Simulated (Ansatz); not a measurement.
Single points on HfSi₃⁻.

```yaml
crystal:
  periodic: [false, false, false]
  atoms:
    - {symbol: Hf, position_ang: [0.893091, -1.322413, -0.012072]}
    - {symbol: Si, position_ang: [0.996989, 0.834473, -1.433959]}
    - {symbol: Si, position_ang: [-1.134359, -0.631128, 1.435781]}
    - {symbol: Si, position_ang: [-0.755721, 1.119078, 0.010249]}
basis:
  gaussian: {orbitals: def2-TZVPD, initial_orbitals: start.molden}
total_charge: -1
magnetization: {spin_polarized: true, initial_magnetization: 1}
hamiltonian: {xc: pbe, dispersion: d4}
scf: {omitted_lower_state_checks: [starts]}
output: {forces: true, orbitals: {seedname: orbitals}}
```

The file start.molden holds the orbitals of an earlier run on this structure, at another level or in another basis.

```sh
$ ansatz run in.yaml --threads 4 --pin off --events-out ev --progress --plain --max-ram 3916MiB
```

Output, abridged:

```
Functional definition: PBE
1192 factors; their error is unknown
mean field evaluation 1: about -24926.9286 eV, gradient 7.6e0 eV
mean field evaluation 2: about -24927.0360 eV, gradient 1.9e-1 eV
mean field evaluation 4: about -24927.0268 eV, gradient 8.7e-3 eV
mean field evaluation 8: about -24927.0268 eV, gradient 2.4e-5 eV
mean field evaluation 16: about -24927.0268 eV, gradient 7.5e-6 eV
mean field -24927.02680158 eV, -916.0513388125 hartree, gradient 7.5e-6 eV, S^2 0.842049; 0 other end points of the search recorded, 0 dependent functions left out
reference -24927.02683614 eV, -916.0513400826 hartree; 28, 27 occupied and 144, 145 virtual orbitals, 1192 factors
Total energy: -24927.28671225 eV, -916.0608903533 hartree
Atom 0 at     0.893091    -1.322413    -0.012072 Å, force    -0.100134     0.148275     0.001356 eV/Å
Atom 1 at     0.996989     0.834473    -1.433959 Å, force    -0.080876    -0.035318     0.096419 eV/Å
Atom 2 at    -1.134359    -0.631128     1.435781 Å, force     0.062157     0.063037    -0.096166 eV/Å
Atom 3 at    -0.755721     1.119078     0.010249 Å, force     0.118853    -0.175993    -0.001609 eV/Å
Dipole moment:     0.710736    -1.052373    -0.009594 e Å
Checks for a lower state left out: starts
```

Hardware: 4 threads of Arm Neoverse V1 on a shared host. Wall time 5.5 s.

First input, but with `hamiltonian: {xc: pbe0, dispersion: d4}`, `output: {orbitals: {seedname: orbitals}}` (abridged; 20 s):

```
Functional definition: PBE0
mean field evaluation 16: about -24927.6336 eV, gradient 1.3e-2 eV
mean field evaluation 32: about -24927.6336 eV, gradient 1.3e-5 eV
mean field -24927.63364386 eV, -916.0736398550 hartree, gradient 1.9e-6 eV, S^2 0.857212
Total energy: -24927.85564645 eV, -916.0817982996 hartree
Checks for a lower state left out: starts
```

The first input with `hamiltonian: {xc: r2scan, dispersion: d4}`, `output: {orbitals: {seedname: orbitals}}` (abridged; 26 s):

```
Functional definition: r2SCAN
mean field evaluation 16: about -24936.3152 eV, gradient 6.1e-6 eV
mean field -24936.31522595 eV, -916.3926821120 hartree, gradient 5.9e-6 eV, S^2 1.142418
Total energy: -24936.36136998 eV, -916.3943778738 hartree
Checks for a lower state left out: starts
```

The first input with `hamiltonian: {xc: {name: B97M-V}}`, `output: {orbitals: {seedname: orbitals}}` (abridged; 16 s):

```
Functional definition: B97M-V
mean field -24932.15819615 eV, -916.2399140848 hartree, gradient 9.9e-6 eV, S^2 0.786140
Total energy: -24932.15824817 eV, -916.2399159965 hartree
Checks for a lower state left out: starts
```

As the first input, with `correlation: {method: ccsd_t}`, `scf: {omitted_lower_state_checks: [starts, cluster_reference]}`, `output: {orbitals: {seedname: orbitals}}` and without the key `hamiltonian` (abridged; 45 s):

```
Functional definition: HF
mean field evaluation 16: about -24875.8195 eV, gradient 3.8e-2 eV
mean field -24875.81953967 eV, -914.1695066466 hartree, gradient 2.3e-6 eV, S^2 2.137535
15 core orbitals not correlated: weight in the atoms' cores, before any rotation towards them, 1.000 or more for the frozen orbitals, at most 0.000 for the correlated occupied ones
second order -16.17338947 eV of doubles, -0.00000000 eV of singles
cycle   1  -15.56016444 eV  change    6.1e-1 eV  update   2.4e-1
cycle   2  -16.36245464 eV  change   -8.0e-1 eV  update   1.0e-1
cycle   3  -16.69512478 eV  change   -3.3e-1 eV  update   8.2e-2
cycle   4  -16.80820234 eV  change   -1.1e-1 eV  update   5.2e-2
cycle   5  -16.85918536 eV  change   -5.1e-2 eV  update   3.4e-2
cycle   6  -16.90889262 eV  change   -5.0e-2 eV  update   2.1e-2
cycle   7  -16.92766741 eV  change   -1.9e-2 eV  update   1.4e-2
cycle   8  -16.94943213 eV  change   -2.2e-2 eV  update   9.6e-3
cycle   9  -16.95901244 eV  change   -9.6e-3 eV  update   6.2e-3
[...]
cycle  15  -16.96206832 eV  change    1.8e-4 eV  update   6.6e-4
cycle  16  -16.96196740 eV  change    1.0e-4 eV  update   5.7e-4
cycle  17  -16.96260353 eV  change   -6.4e-4 eV  update   4.7e-4
cycle  18  -16.96286552 eV  change   -2.6e-4 eV  update   3.8e-4
cycle  19  -16.96317571 eV  change   -3.1e-4 eV  update   3.0e-4
cycle  20  -16.96307844 eV  change    9.7e-5 eV  update   2.4e-4
cycle  21  -16.96273132 eV  change    3.5e-4 eV  update   1.6e-4
cycle  22  -16.96265158 eV  change    8.0e-5 eV  update   1.0e-4
cycle  23  -16.96260499 eV  change    4.7e-5 eV  update   5.9e-5
cycle  24  -16.96263198 eV  change   -2.7e-5 eV  update   3.9e-5
cycle  25  -16.96264520 eV  change   -1.3e-5 eV  update   2.5e-5
cycle  26  -16.96265019 eV  change   -5.0e-6 eV  update   1.5e-5
perturbative correction -1.54341493 eV, -0.0567194524 hartree
Total energy: -24894.32560479 eV, -914.8495919960 hartree
Checks for a lower state left out: starts, cluster_reference
```

As the first input, with `hamiltonian: {xc: hse06, dispersion: d4}`, `output: {orbitals: {seedname: orbitals}}` (abridged; 15 s):

```
Functional definition: HSE06
mean field -24927.13634386 eV, -916.0553644171 hartree, gradient 3.2e-6 eV, S^2 0.844144
Total energy: -24927.35352674 eV, -916.0633457406 hartree
Checks for a lower state left out: starts
```

Geometry: PBE-D4/def2-SVPD.

In the def2 sets Hf takes a core potential; there is no spin–orbit coupling. HSE06 is defined as in plane-wave codes, on full-range PBE exchange. Correlated methods freeze 15 core orbitals; core or outer-core shells of Hf are correlated, in sets that lack core-valence functions. At r2SCAN-D4/def2-TZVPD, CCSD(T)/def2-TZVPD the charge -1 doublet is spin-contaminated (final ⟨S²⟩ up to 2.14, 0.75 for a pure state). At CCSD(T)/def2-TZVPD T1 of the charge -1 doublet is large (up to 0.090), so the single-reference result is doubtful. Another isomer (doublet) lies 0.22 eV lower at PBE0-D4/def2-TZVPD; other spin states weren't run for this one.
